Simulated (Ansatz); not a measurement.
Reaction (redistribution): `CO[Si](F)(Cl)SC` + `F[SiH](Cl)[GeH3]` → `CS[Si](F)(F)Cl` + `CO[SiH](Cl)[GeH3]`

Isolated molecules relaxed with PBE0-D4/def2-TZVP in Ansatz; ΔE leaves out vibrations. CBS: MP2 limit from def2 TZ/QZ plus the TZ coupled-cluster correction, frozen cores. Functionals use def2-TZVPP. For Ge outer-core shells are correlated without core-valence functions, which leaves a few kJ/mol of doubt a bond. Scalar relativity is left out up to krypton. Each species was taken in one conformer, which may not be the lowest.

```json
{"level": "PBE-D4", "ΔE (kJ/mol)": "7.8"}
{"level": "r2SCAN-D4", "ΔE (kJ/mol)": "7.2"}
{"level": "ωB97M-V", "ΔE (kJ/mol)": "8.9"}
{"level": "PBE0", "ΔE (kJ/mol)": "7.2"}
{"level": "CCSD(T)/def2-TZVPP", "ΔE (kJ/mol)": "7.0"}
{"level": "HF/def2-QZVPP", "ΔE (kJ/mol)": "9.0"}
{"level": "MP2/def2-QZVPP", "ΔE (kJ/mol)": "7.7"}
{"level": "HF/CBS(def2)", "ΔE (kJ/mol)": "9.0"}
```

Question: What does CCSD(T)/CBS give? (An estimate is asked.)

Answer: Computed: +7.9 kJ/mol. The listed levels differ from it by -0.1, -0.7, 1.0, -0.7, -0.9, 1.1, -0.2, 1.1 kJ/mol.

Largest T1 diagnostic among the species: 0.012.
